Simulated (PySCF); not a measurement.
Job file and geometry (Å, from GFN2-xTB) of an NMR shielding run on SMILES CN(C)B1OBOBO1, C2H8B3NO3, GIAO PBE0/pcSseg-1 NMR shielding, non-relativistic, gas phase in PySCF 2.14.0, density-fitted response routines; density fitting, a coarse starting grid and PySCF grid level 2 are the driver's defaults:

```
$ OMP_NUM_THREADS=1 python probes_run.py task.json out

{"job": {"kind": "nmr", "xc": "PBE0", "basis": "pcSseg-1"}, "charge": 0, "multiplicity": 1}
C     -1.785982     1.220695     0.008191
N     -0.999350     0.008066    -0.020468
C     -1.777893    -1.193070     0.183612
B      0.381953    -0.000961    -0.220925
O      1.075990     1.185491    -0.413268
B      2.410284     1.159637    -0.610280
O      3.089495    -0.023315    -0.621084
B      2.417537    -1.194746    -0.427551
O      1.083470    -1.198271    -0.230587
H     -2.275467     1.333897     0.980436
H     -1.131007     2.069558    -0.165160
H     -2.557821     1.192756    -0.767164
H     -1.114158    -2.052514     0.163817
H     -2.529193    -1.298333    -0.605045
H     -2.291329    -1.152478     1.148930
H      2.991206     2.163816    -0.774818
H      3.005267    -2.208196    -0.430205
```

**Question.** Write the output of this run.

**Answer.** 
```
coarse grid: 14712 points
cycle   1  E = -435.5423521049  dE =  1.498e+00  |g| = 9.682e-01  |ddm| = 3.578e+00
cycle   2  E = -435.3918143511  dE =  1.505e-01  |g| = 1.343e+00  |ddm| = 1.381e+00
cycle   3  E = -435.7060514914  dE = -3.142e-01  |g| = 7.124e-02  |ddm| = 8.759e-01
cycle   4  E = -435.7066594546  dE = -6.080e-04  |g| = 4.659e-02  |ddm| = 7.238e-02
cycle   5  E = -435.7071082572  dE = -4.488e-04  |g| = 1.106e-02  |ddm| = 3.479e-02
cycle   6  E = -435.7071293828  dE = -2.113e-05  |g| = 3.310e-03  |ddm| = 7.576e-03
cycle   7  E = -435.7071314824  dE = -2.100e-06  |g| = 6.095e-04  |ddm| = 2.130e-03
final grid: 143632 points
cycle   8  E = -435.7840543017  dE = -6.334e-05  |g| = 1.080e-02  |ddm| = 2.800e-02
cycle   9  E = -435.7840343915  dE =  1.991e-05  |g| = 1.504e-02  |ddm| = 1.481e-02
cycle  10  E = -435.7840770646  dE = -4.267e-05  |g| = 1.264e-03  |ddm| = 9.077e-03
cycle  11  E = -435.7840773906  dE = -3.260e-07  |g| = 2.855e-04  |ddm| = 9.277e-04
cycle  12  E = -435.7840774043  dE = -1.371e-08  |g| = 1.026e-04  |ddm| = 2.354e-04
cycle  13  E = -435.7840774062  dE = -1.942e-09  |g| = 3.166e-05  |ddm| = 9.442e-05
cycle  14  E = -435.7840774064  dE = -1.942e-10  |g| = 8.662e-06  |ddm| = 2.411e-05
converged SCF energy = -435.7840774064

GIAO shielding tensors (ppm)
atom      isotropic    diamagn.    paramagn.     s11        s22        s33       span
  0 C      148.977     245.818     -96.842    125.595    136.666    184.669     59.073
  1 N      192.000     325.995    -133.994    132.044    214.079    229.878     97.834
  2 C      148.956     245.876     -96.919    125.654    136.535    184.681     59.027
  3 B       82.627     200.782    -118.156     55.977     90.253    101.649     45.672
  4 O      154.040     399.218    -245.178      6.922    121.339    333.858    326.936
  5 B       74.613     196.167    -121.554     59.962     69.688     94.189     34.227
  6 O      124.209     393.569    -269.360    -64.125    104.236    332.518    396.642
  7 B       74.628     196.218    -121.589     59.932     69.750     94.203     34.271
  8 O      153.892     399.262    -245.370      6.583    121.276    333.816    327.233
  9 H       29.211      29.578      -0.367     25.029     26.717     35.887     10.858
 10 H       27.768      30.609      -2.841     22.096     28.638     32.572     10.476
 11 H       29.229      29.210       0.019     25.088     26.715     35.884     10.795
 12 H       27.768      30.659      -2.890     22.105     28.631     32.569     10.464
 13 H       29.209      29.254      -0.045     25.029     26.711     35.886     10.857
 14 H       29.235      29.610      -0.375     25.091     26.725     35.887     10.796
 15 H       27.306      29.504      -2.198     23.744     26.758     31.417      7.673
 16 H       27.311      29.543      -2.233     23.746     26.763     31.422      7.676
```

Size and cost of the density-fitted run: 193 basis functions, 25 s wall time on 1 thread of an Arm Neoverse V2, shared host; peak memory 0.97 GiB.
